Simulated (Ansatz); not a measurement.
Consider the redistribution: `CBI` + `[SiH3][N]([SiH3])[GeH3]` → `CBN([SiH3])[SiH3]` + `[GeH3][I]`.

Isolated molecules relaxed with PBE0-D4/def2-TZVP in Ansatz; ΔE leaves out vibrations. CCSD(T)/CBS is the MP2 limit (def2-TZVPP, def2-QZVPP) plus CCSD(T) − MP2 in def2-TZVPP, frozen cores. Functionals use def2-TZVPP. B3LYP here is the variant with VWN-RPA as its local correlation; programs differ in this. HSE06 is defined as in plane-wave codes. Elements past krypton have def2 core potentials. For Ge, I outer-core shells are correlated without core-valence functions, which leaves a few kJ/mol of doubt a bond. Scalar relativity is left out up to krypton. Each species was taken in one conformer, which may not be the lowest.

```
             level  ΔE (kJ/mol)  difference from CCSD(T)/CBS
       LDA (SPW92)       -118.9                        -14.2
         revPBE-D4       -110.0                         -5.3
           BLYP-D4       -112.9                         -8.2
         r2SCAN-D4       -111.3                         -6.6
            B97M-V       -108.0                         -3.3
           PBE0-D4       -114.5                         -9.8
          B3LYP-D4       -115.0                        -10.3
        r2SCANh-D4       -112.3                         -7.6
        r2SCAN0-D4       -113.9                         -9.2
          HSE06-D4       -114.6                         -9.9
          BHLYP-D4       -115.9                        -11.2
           ωB97X-V       -111.0                         -6.3
           ωB97M-V       -114.6                         -9.9
            B2PLYP       -110.6                         -5.9
          PBE-QIDH       -109.2                         -4.5
               PBE       -114.0                         -9.3
            revPBE       -111.2                         -6.5
              BLYP       -115.7                        -11.0
            r2SCAN       -111.3                         -6.6
              PBE0       -115.7                        -11.0
           r2SCANh       -112.5                         -7.8
             HSE06       -115.7                        -11.0
             BHLYP       -118.8                        -14.1
         CAM-B3LYP       -117.5                        -12.8
           LC-ωPBE       -113.1                         -8.4
RPA@PBE/def2-TZVPP        -95.8                          8.9
       HF/def2-SVP       -119.4                        -14.7
      MP2/def2-SVP       -112.2                         -7.5
     CCSD/def2-SVP       -114.2                         -9.5
  CCSD(T)/def2-SVP       -112.8                         -8.1
     HF/def2-TZVPP       -115.0                        -10.3
    MP2/def2-TZVPP        -99.7                          5.0
SCS-MP2/def2-TZVPP       -100.2                          4.5
CCSD(T)/def2-TZVPP       -101.7                          3.0
     HF/def2-QZVPP       -115.4                        -10.7
    MP2/def2-QZVPP       -101.6                          3.1
SCS-MP2/def2-QZVPP       -102.1                          2.6
      HF/CBS(def2)       -115.5                        -10.8
     MP2/CBS(def2)       -102.7                          2.0
    CCSD/CBS(def2)       -106.8                         -2.1
       CCSD(T)/CBS       -104.7                            0
```

Largest T1 diagnostic among the species: 0.012.

Leaving LDA and LC-ωPBE aside and taking each functional with its dispersion term where it has one, the values, not all of them listed here, spread over 8.2 kJ/mol, from CAM-B3LYP-D4 to B97M-V. LDA lies −4.9 kJ/mol from PBE without D4. From BLYP to BHLYP (50 % exact exchange), in def2-TZVPP and without D4, ΔE moves by −3.1 kJ/mol.
